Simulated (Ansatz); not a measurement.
`C[B](C)[ZnH]` + CH₃SH → `CSB(C)C` + `[ZnH2]` at 298.15 K and 1 bar (cleavage of the B–Zn bond).

Isolated molecules relaxed with PBE0-D4/def2-TZVP in Ansatz; ΔE leaves out vibrations. CCSD(T)/CBS adds triple-zeta CCSD(T) − MP2 to the extrapolated MP2 energy (def2 sets, frozen cores). This one scheme is used for every species. For Zn outer-core shells are correlated without core-valence functions, which leaves a few kJ/mol of doubt a bond. Scalar relativity is left out up to krypton. One conformer a species, not always the lowest.

```csv
species,CCSD(T)/CBS energy (Eh),H − E (kJ/mol),S (J/(mol·K))
`C[B](C)[ZnH]`,-1883.46486,236.7,361.2
CH₃SH,-438.22835,133.0,253.2
`CSB(C)C`,-542.19673,329.9,369.2
`[ZnH2]`,-1779.54550,39.9,200.9
```

H − E and S are ideal-gas, rigid-rotor, harmonic terms from PBE0-D4/def2-TZVP, for one conformer and one mirror image of each species. 1 Eh = 2625.50 kJ/mol, R = 8.31446 J/(mol·K).

Problem. By hand: ΔE, ΔH, ΔS and ΔG.

Solution. ΔE = (-542.19673) + (-1779.54550) − (-1883.46486) − (-438.22835) = -0.04902 Eh = -128.7 kJ/mol. Δ(H − E) = 329.9 + 39.9 − 236.7 − 133.0 = 0.1, so ΔH = -128.6 kJ/mol. ΔS = 369.2 + 200.9 − 361.2 − 253.2 = -44.3 J/(mol·K). ΔG = -128.6 − 298.15 × (-44.3)/1000 = -115.4 kJ/mol.

Problem. By hand: the equilibrium constant, and the temperature at which ΔG would vanish if ΔH and ΔS stayed fixed.

Solution. log₁₀ K = −ΔG/(RT ln 10) = 20.2. ΔG = 0 at ΔH/ΔS = 2903 K, far beyond where these terms or the molecules hold.

ΔH outweighs TΔS. A doubt of 5 kJ/mol in ΔE shifts log₁₀ K by 0.9 here. Other conformers and mirror images would add mixing entropy, several J/(mol·K) or more a flexible species. Modes under 60 cm⁻¹, often nearly free rotors, make the harmonic entropy too high. These are equilibria of isolated gas molecules and say nothing of rates. Largest T1 diagnostic: 0.016 (customary marks: 0.02 for closed shells, 0.045 for open ones).
